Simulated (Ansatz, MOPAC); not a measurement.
System: H$_{10}$Si$_{4}$O (charge 0, singlet). SMILES: [SiH3][Si]([SiH3])(O)[SiH3]

Atoms: O1, Si2, Si3, Si4, Si5, H6, H7, H8, H9, H10, H11, H12, H13, H14, H15. Bonds: O1-Si2, O1-H6, Si2-Si3, Si2-Si4, Si2-Si5, Si3-H7, Si3-H8, Si3-H9, Si4-H10, Si4-H11, Si4-H12, Si5-H13, Si5-H14, Si5-H15.

Bond lengths (Å) and angles (degrees) optimised at AM1 with MOPAC; PM6 with MOPAC; HF/3-21G with Ansatz (a first-principles code); B3LYP/6-31G* with Ansatz, each started from the B3LYP-D3(BJ)/def2-TZVP structure (Ansatz) of the last column. A row stands for all coordinates that are equal there; 11 of 23 kinds are shown. 6-31G* holds six Cartesian d functions.

```
coordinate     AM1             PM6  HF/3-21G  B3LYP/6-31G*  B3LYP-D3(BJ)/def2-TZVP
-----------  -----  --------------  --------  ------------  ----------------------
O1-Si2       1.786           1.639     1.699         1.692                   1.673
O1-H6        0.952           0.894     0.963         0.968                   0.961
Si2-Si3      2.431           2.190     2.374         2.356                   2.344
Si2-Si4      2.429           2.190     2.389         2.367                   2.354
Si3-H7       1.466           1.509     1.487         1.489                   1.483
Si3-H9       1.466           1.514     1.488         1.491                   1.485
Si4-H10      1.468           1.509     1.490         1.492                   1.486
Si4-H11      1.468  1.509 to 1.514     1.488         1.490                   1.484
O1-Si2-Si3   111.5           114.8     106.2         104.9                   106.5
O1-Si2-Si4   116.8           114.7     114.1         111.5                   111.7
Si3-Si2-Si4  103.8           103.7     108.0         110.1                   109.5
```

A range marks coordinates that this level makes unequal.

Mean signed difference of all 14 bond lengths from B3LYP-D3(BJ)/def2-TZVP: AM1 0.013 Å, PM6 -0.025 Å, HF/3-21G 0.012 Å, B3LYP/6-31G* 0.009 Å.
